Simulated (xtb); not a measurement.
C2H8BN3, SMILES N1CCNB1N. All values are semi-empirical tight-binding results from xtb (GFN2-xTB unless named), good for trends rather than for accurate numbers. Geometry optimised at GFN2-xTB. The structure was generated by enumeration, and PubChem lists no compound with its InChIKey, so it may never have been made. One conformer was computed; it need not be the lowest.

Optimised geometry:

```xyz
14

N      0.0000     0.0000     2.2164
B      0.0000     0.0000     0.8085
N      0.0765     1.1361    -0.0391
C     -0.0652     0.7683    -1.4298
C      0.0652    -0.7683    -1.4298
N     -0.0765    -1.1361    -0.0391
H     -0.0283    -0.8387     2.7633
H      0.0283     0.8387     2.7633
H     -0.0413     2.1059     0.1898
H     -1.0451     1.0732    -1.8284
H      0.7093     1.2369    -2.0505
H     -0.7093    -1.2369    -2.0505
H      1.0451    -1.0732    -1.8284
H      0.0413    -2.1059     0.1898
```
Charge 0, spin multiplicity 1.

Computed properties:
The point group as xtb finds it comes out as C2 and the orbital gap is 6.75 eV. The dipole moment comes out as 0.57 D and the zero-point energy is 72.7 kcal/mol. The G − E(el) at 298.15 K (modified RRHO) is 54.1 kcal/mol and the static polarisability (D4 model) comes out as 61.7 bohr³. The solvation energy, GFN2-xTB/ALPB(water) is -4.1 kcal/mol. The solvation energy, GFN2-xTB/ALPB(dmso) is -6.6 kcal/mol.

Q: Give the IR lines (harmonic; lines under 4 % of the strongest left out, lines within 3 cm⁻¹ merged). (The exact figures need the calculation; the answer reports its results.)

A: ν (cm⁻¹): 124 (w), 207 (m), 404 (vs), 495 (w), 1073 (w), 1144 (w), 1232 (m), 1275 (m), 1338 (m), 1387 (s), 1470 (vs), 1540 (vs), 2835 (s), 2887 (m), 2895 (m), 3519 (w) (against the strongest line: vs over 80 %, s over 45 %, m over 15 %, w over 4 %, vw less)…

Computed atomic charges and the Wiberg bond orders between heavy atoms:
charges (e) N1 -0.37, B2 0.31, N3 -0.29, C4 0.01, C5 0.01, N6 -0.29, H7 0.15, H8 0.15, H9 0.13, H10 0.02, H11 0.02, H12 0.02, H13 0.02, H14 0.13. Bond orders N1–B2 1.19, B2–N3 1.15, N3–C4 1.02, C4–C5 1.00, B2–N6 1.15, C5–N6 1.02.
